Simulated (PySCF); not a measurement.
Pb(OMe)(NH2), CH5NOPb, SMILES C[O][Pb][NH2], B3LYP/def2-SVP optimised geometry.

```
9

Pb    -1.47    -1.40     0.00
O      0.66    -1.40     0.00
C      1.48    -0.28     0.00
H      1.34     0.37     0.90
H      2.54    -0.59     0.00
H      1.34     0.38    -0.88
N     -1.66     0.75     0.00
H     -0.88     1.40     0.00
H     -2.54     1.25    -0.01
```

Density from B3LYP/def2-TZVP, def2 effective core potentials past Kr (PySCF 2.14.0) at that geometry. The core electrons that the potentials of Pb replace are not part of the density.

Minimum of the electron density along straight lines between bonded atoms, close to the bond critical point (lines longer than 1.1 times the sum of covalent radii, or with two minima, are not listed):

| bond | length / Å | ρ at the minimum / e bohr⁻³ | ∇²ρ there / e bohr⁻⁵ | position (fraction from the first atom) |
|---|---|---|---|---|
| Pb1–O2 | 2.133 | 0.096 | 0.35 | 0.53 |
| O2–C3 | 1.393 | 0.276 | -0.68 | 0.64 |
| C3–H4 | 1.112 | 0.271 | -0.92 | 0.64 |
| C3–H5 | 1.108 | 0.275 | -0.94 | 0.64 |
| C3–H6 | 1.112 | 0.271 | -0.92 | 0.64 |
| Pb1–N7 | 2.157 | 0.099 | 0.31 | 0.53 |
| N7–H8 | 1.018 | 0.329 | -1.53 | 0.73 |
| N7–H9 | 1.018 | 0.329 | -1.50 | 0.73 |
